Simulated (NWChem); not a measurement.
Species: C4H5N; SMILES C/C=C/C#N

All runs: NWChem. Pople sets run with spherical d functions. Geometry: optimised at PBE0/def2-SVP. Static field.

For level CAM-B3LYP/6-31+G*:

- isotropic polarisability (bohr³): 52.7
- anisotropy (bohr³): 45.2

Task: What are these values for level PBE/6-31+G*?

Result: 
- isotropic polarisability (bohr³): 55.0
- anisotropy (bohr³): 49.4
